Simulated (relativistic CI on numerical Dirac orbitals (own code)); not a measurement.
**Line list: Forbidden lines, Hg⁷⁴⁺**

These numbers are calculated, not measured: Dirac-Coulomb-Breit CI, KLI orbitals optimised for each configuration, QED by a radiative potential, unscaled Slater integrals (own radial code, finite nucleus).

CI space (outside the closed core 1s2): 2s²2p², 2s2p³, 2p⁴, 2p³3s, 2s²2p3s, 2p³3p, 2p³3d, 2s²2p3p, 2s²2p3d, 2s2p²3s, 2s2p²3p, 2s2p²3d, 2s²2p4s, 2s²2p4p, 2s²2p4d, 2s²2p4f. Levels of other configurations are missing.

```csv
λ vac (nm),Lower,Upper,Type,A (s⁻¹),gf,Branching (%)
0.07173,2s²2p² ³P0 [1],2s²2p4f ³F2 [156],E2,9.84e+12,3.79e-03,2.0
0.08123,2s²2p² ¹D2 [3],2s²2p4f ³G4 [157],E2,1.02e+13,9.06e-03,2.2
0.08920,2s²2p² ³P1 [2],2s2p²3d ³D3 [115],E2,1.18e+13,9.85e-03,2.1
0.08932,2s2p³ ³P°2 [4],2p³3d ³F°4 [129],E2,1.68e+13,1.80e-02,46.9
0.09019,2s2p³ ³P°2 [4],2p³3d ³P°0 [128],E2,1.65e+13,2.02e-03,28.9
0.09023,2s2p³ ³P°2 [4],2p³3d ³D°1 [127],E2,1.51e+13,5.55e-03,2.3
0.09026,2s2p³ ³P°2 [4],2p³3d ³F°3 [126],E2,7.98e+12,6.82e-03,7.0
0.09032,2s2p³ ³P°2 [4],2p³3d ³D°2 [125],E2,1.08e+13,6.62e-03,4.0
0.09032,2s²2p² ¹D2 [3],2s2p²3d ³G3 [100],E2,5.33e+12,4.56e-03,2.9
0.09079,2s²2p² ³P0 [1],2s2p²3d ³D2 [38],E2,1.10e+13,6.80e-03,2.8
0.09086,2s²2p² ¹D2 [3],2s2p²3d ³G4 [90],E2,1.02e+13,1.14e-02,17.5
0.09091,2s2p³ ¹P°1 [5],2p³3d ³F°3 [126],E2,8.46e+12,7.33e-03,7.4
0.09097,2s2p³ ¹P°1 [5],2p³3d ³D°2 [125],E2,5.71e+12,3.54e-03,2.1
0.09290,2s²2p² ¹D2 [3],2s²2p3p ¹S0 [66],E2,2.96e+12,3.83e-04,13.8
0.09298,2s²2p² ³P1 [2],2s²2p3p ³P2 [65],E2,9.03e+11,5.85e-04,5.2
0.09311,2s²2p² ¹D2 [3],2s²2p3p ³P2 [65],E2,2.10e+12,1.36e-03,12.0
0.09323,2s²2p² ³P1 [2],2s²2p3p ³D3 [63],E2,1.78e+12,1.62e-03,11.3
0.09332,2s2p³ ⁵S°2 [8],2s2p²3p ⁵D°4 [171],E2,2.02e+12,2.38e-03,15.5
0.09335,2s²2p² ¹D2 [3],2s²2p3p ¹P1 [64],E2,2.58e+12,1.01e-03,14.1
0.09336,2s²2p² ¹D2 [3],2s²2p3p ³D3 [63],E2,1.21e+12,1.11e-03,7.7
0.09351,2s²2p² ³P0 [1],2s²2p3p ³D2 [29],E2,2.39e+12,1.57e-03,25.8
0.09352,2s2p³ ¹D°2 [12],2s2p²3p ³P°0 [179],E2,2.99e+12,3.92e-04,6.0
0.09358,2s2p³ ¹P°1 [5],2s2p²3p ³P°1 [98],E2,1.52e+12,5.97e-04,2.1
0.09365,2s2p³ ³D°3 [9],2s2p²3p ⁵D°4 [171],E2,1.08e+12,1.28e-03,8.3
0.09374,2s2p³ ³P°2 [4],2s2p²3p ³F°4 [79],E2,2.63e+12,3.11e-03,37.4
0.10990,2s²2p² ³P2 [6],2s²2p3p ¹S0 [66],E2,4.81e+12,8.71e-04,22.4
0.11045,2s²2p² ³P1 [2],2s²2p3p ³P1 [30],E2,1.18e+12,6.50e-04,16.9
0.11046,2s²2p² ³P1 [2],2s²2p3p ³D2 [29],E2,7.16e+11,6.55e-04,7.7
0.11054,2s²2p² ³P2 [6],2s²2p3p ¹P1 [64],E2,1.87e+12,1.03e-03,10.2
0.11055,2s²2p² ³P2 [6],2s²2p3p ³D3 [63],E2,1.86e+12,2.38e-03,11.9
0.11063,2s²2p² ¹D2 [3],2s²2p3p ³P1 [30],E2,1.19e+12,6.53e-04,16.9
0.11064,2s²2p² ¹D2 [3],2s²2p3p ³D2 [29],E2,1.64e+12,1.51e-03,17.8
0.11069,2s2p³ ³P°2 [4],2s2p²3p ³P°2 [35],E2,1.62e+12,1.49e-03,2.3
0.11079,2s2p³ ¹D°2 [12],2s2p²3p ³P°1 [98],E2,1.53e+12,8.43e-04,2.1
0.11090,2s²2p² ¹S0 [7],2s²2p3p ³P2 [65],E2,9.61e+11,8.86e-04,5.5
0.11092,2s2p³ ⁵S°2 [8],2s2p²3p ⁵D°3 [73],E2,1.48e+12,1.91e-03,2.2
0.11092,2s2p³ ³D°3 [9],2s2p²3p ³F°4 [79],E2,1.34e+12,2.22e-03,19.1
0.11134,2s2p³ ³P°2 [16],2s2p²3p ⁵D°4 [171],E2,8.73e+11,1.46e-03,6.7
0.11657,2s²2p² ¹D2 [3],2s²2p3p ³P0 [24],E2,4.67e+12,9.52e-04,44.1
0.11664,2s²2p² ³P2 [6],2s²2p3p ³D2 [44],E2,3.29e+12,3.36e-03,30.3
0.11666,2s²2p² ³P2 [6],2s²2p3p ³P1 [43],E2,2.38e+12,1.46e-03,18.7
0.11699,2s²2p² ³P1 [2],2s²2p3p ³D1 [23],E2,2.35e+12,1.45e-03,42.3
0.11718,2s2p³ ³P°2 [4],2s2p²3p ³P°0 [28],E2,4.70e+12,9.68e-04,57.1
0.11720,2s²2p² ¹D2 [3],2s²2p3p ³D1 [23],E2,2.36e+12,1.46e-03,42.5
0.11742,2s²2p² ¹S0 [7],2s²2p3p ³D2 [44],E2,9.01e+11,9.31e-04,8.3
```

Terms are leading LS components. Brackets give the number of a level in order of energy, since labels repeat. The list gives strong lines, with weight on those to low levels, among the lowest 200 of 274 levels, so that lines to higher ones, which can be the strongest, are missing. Levels whose partners in the same complex of configurations lie outside the list can be far off, and so can their lines. Rates are taken at the computed energies, electric ones in the length gauge.

At this charge energies of transitions that change n are usually good to better than 1 %, and those within a shell (Δn = 0) to a few per cent.

LS names give the leading component of a level, which can be under half, so a name can repeat, a term be missing and a line seem to break the LS rules.
